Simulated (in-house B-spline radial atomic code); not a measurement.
Orbital energies and mean radii along the 23-electron series, configuration [Ar] 3d5. The effective charge is n√(-2ε), a non-relativistic measure. Computed with an all-electron radial atomic-structure program (B-spline basis): Dirac-Hartree-Fock, average of the configuration, finite nuclei.

| ion | Z | energy of 2p3/2 (Eh) | mean radius of 2p3/2 (bohr) | energy of 3d5/2 (Eh) | mean radius of 3d5/2 (bohr) | energy of 3d3/2 (Eh) | mean radius of 3d3/2 (bohr) | energy of 3s1/2 (Eh) | mean radius of 3s1/2 (bohr) | effective charge of 2p3/2 |
| --- | --- | --- | --- | --- | --- | --- | --- | --- | --- | --- |
| Cr+ | 24 | -22.414 | 0.25986 | -0.58746 | 1.3693 | -0.59046 | 1.3629 | -3.653 | 0.90456 | 13.391 |
| Mn2+ | 25 | -25.454 | 0.24727 | -1.1993 | 1.1285 | -1.2038 | 1.1242 | -4.559 | 0.8525 | 14.27 |
| Fe3+ | 26 | ? | ? | ? | ? | ? | ? | ? | ? | ? |
| Co4+ | 27 | -32.426 | 0.22538 | -2.856 | 0.8732 | -2.8648 | 0.87021 | -6.8524 | 0.75937 | 16.106 |
| Ni5+ | 28 | -36.323 | 0.2158 | -3.8767 | 0.79203 | -3.8885 | 0.7893 | -8.2038 | 0.71886 | 17.047 |
| Cu6+ | 29 | -40.486 | 0.20699 | -5.0189 | 0.72698 | -5.0341 | 0.7244 | -9.6824 | 0.68205 | 17.997 |
| Zn7+ | 30 | -44.911 | 0.19885 | -6.2799 | 0.6732 | -6.2993 | 0.67072 | -11.285 | 0.64857 | 18.955 |
| Ga8+ | 31 | -49.595 | 0.19131 | -7.658 | 0.62772 | -7.6823 | 0.6253 | -13.011 | 0.61803 | 19.919 |
| Ge9+ | 32 | -54.536 | 0.18431 | -9.1519 | 0.58859 | -9.182 | 0.58622 | -14.857 | 0.59012 | 20.888 |
| As10+ | 33 | ? | ? | ? | ? | ? | ? | ? | ? | ? |
| Se11+ | 34 | ? | ? | ? | ? | ? | ? | ? | ? | ? |
| Br12+ | 35 | -70.898 | 0.16603 | -14.321 | 0.49764 | -14.374 | 0.4953 | -21.121 | 0.5192 | 23.816 |
| Kr13+ | 36 | -76.863 | 0.16069 | -16.272 | 0.47365 | -16.335 | 0.4713 | -23.449 | 0.49907 | 24.797 |

Question: Fill in the row of Fe3+.

Answer: energy of 2p3/2 (Eh): -28.799; mean radius of 2p3/2 (bohr): 0.23583; energy of 3d5/2 (Eh): -1.961; mean radius of 3d5/2 (bohr): 0.97924; energy of 3d3/2 (Eh): -1.9674; mean radius of 3d3/2 (bohr): 0.97582; energy of 3s1/2 (Eh): -5.6338; mean radius of 3s1/2 (bohr): 0.80389; effective charge of 2p3/2: 15.179.

Question: Fill in the row of As10+.

Answer: energy of 2p3/2 (Eh): -59.734; mean radius of 2p3/2 (bohr): 0.1778; energy of 3d5/2 (Eh): -10.761; mean radius of 3d5/2 (bohr): 0.55448; energy of 3d3/2 (Eh): -10.798; mean radius of 3d3/2 (bohr): 0.55212; energy of 3s1/2 (Eh): -16.824; mean radius of 3s1/2 (bohr): 0.56451; effective charge of 2p3/2: 21.86.

Question: Fill in the row of Se11+.

Answer: energy of 2p3/2 (Eh): -65.189; mean radius of 2p3/2 (bohr): 0.17171; energy of 3d5/2 (Eh): -12.484; mean radius of 3d5/2 (bohr): 0.5244; energy of 3d3/2 (Eh): -12.529; mean radius of 3d3/2 (bohr): 0.52206; energy of 3s1/2 (Eh): -18.912; mean radius of 3s1/2 (bohr): 0.54094; effective charge of 2p3/2: 22.837.

Question: How does the screening of 2p3/2 change?

Answer: Z less the effective charge goes from 10.61 at Z = 24 to 11.20 at Z = 36.
